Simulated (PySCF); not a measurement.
A mixed set of molecules.

All values: PBE0/pcSseg-1 (PySCF) at GFN2-xTB geometries, gas phase, one conformer each.

(1) Rank by HOMO–LUMO gap, highest first.
A. `C(C(=O)C#C)[SiH2]O`
B. `C[C@]([SiH3])(Cl)CCCl`
C. `C#CC(=O)O[SiH2]C`
D. `C#C[Si@@]([SiH3])(P)CC`

(2) Rank by the lowest Hirshfeld charge on any atom, lowest value first.
A. `C#C[C@@H](C)[SiH2][SiH2]P`
B. `C#CC(=O)O[SiH2]C`
C. `c1([SiH2]O)ccoc1`
D. `C#C[Si@@]([SiH3])(P)CC`

(3) Rank by LUMO energy, lowest first.
A. `C#CC(=O)C[SiH2]O`
B. `C#C[Si@@]([SiH3])(P)CC`
C. `P[SiH2][SiH2][C@@H](C#C)C`
D. `c1([SiH2]O)ccoc1`
E. `C#CC(=O)O[SiH2]C`

Results:

(1) B (8.29 eV), C (6.89 eV), D (6.72 eV), A (6.02 eV).

(2) C (-0.309 e), B (-0.237 e), D (-0.162 e), A (-0.126 e).

(3) A (-2.11 eV), E (-1.45 eV), B (-0.55 eV), C (-0.37 eV), D (0.01 eV).

All values together:

```csv
SMILES,formula,μ (D),HOMO (eV),LUMO (eV),lowest IAO charge (e),highest IAO charge (e),lowest Hirshfeld charge (e),highest Hirshfeld charge (e)
C#CC(=O)C[SiH2]O,C4H6O2Si,3.50,-8.13,-2.11,-0.800 (O),+1.051 (Si),-0.313 (O),+0.419 (Si)
C[C@]([SiH3])(Cl)CCCl,C4H10Cl2Si,2.34,-8.21,0.09,-0.415 (C),+0.589 (Si),-0.124 (C),+0.299 (Si)
C#CC(=O)O[SiH2]C,C4H6O2Si,2.48,-8.34,-1.45,-0.732 (C),+0.999 (Si),-0.237 (O),+0.416 (Si)
C#C[Si@@]([SiH3])(P)CC,C4H11PSi2,0.99,-7.27,-0.55,-0.508 (C),+0.594 (Si),-0.162 (C),+0.270 (Si)
O[SiH2]c1ccoc1,C4H6O2Si,1.42,-6.85,0.01,-0.792 (O),+1.032 (Si),-0.309 (O),+0.397 (Si)
C#C[C@@H](C)[SiH2][SiH2]P,C4H11PSi2,1.63,-7.19,-0.37,-0.403 (C),+0.460 (Si),-0.126 (C),+0.249 (Si)
```

Conformers: `[CH:1]#[C:2][C:3](=[O:4])[CH2:5][SiH2:6][OH:7]` with C2–C3–C5–Si6 111°, C3–C5–Si6–O7 46°, C5–Si6–O7–H -17°; `[CH3:1][C@:2]([SiH3:3])([Cl:4])[CH2:5][CH2:6][Cl:7]` with C1–C2–C5–C6 176°, C2–C5–C6–Cl7 179°; `[CH:1]#[C:2][C:3](=[O:4])[O:5][SiH2:6][CH3:7]` with C2–C3–O5–Si6 180°, C3–O5–Si6–C7 180°; `[CH:1]#[C:2][Si@@:3]([SiH3:4])([PH2:5])[CH2:6][CH3:7]` with C2–Si3–P5–H -65° and 27°, C2–Si3–C6–C7 -176°; `[OH:1][SiH2:2][c:3]1[cH:4][cH:5][o:6][cH:7]1` with H–O1–Si2–C3 57°, O1–Si2–C3–C4 -172°; `[CH:1]#[C:2][C@@H:3]([CH3:4])[SiH2:5][SiH2:6][PH2:7]` with C2–C3–Si5–Si6 54°, C3–Si5–Si6–P7 160°, Si5–Si6–P7–H -47° and 45°.
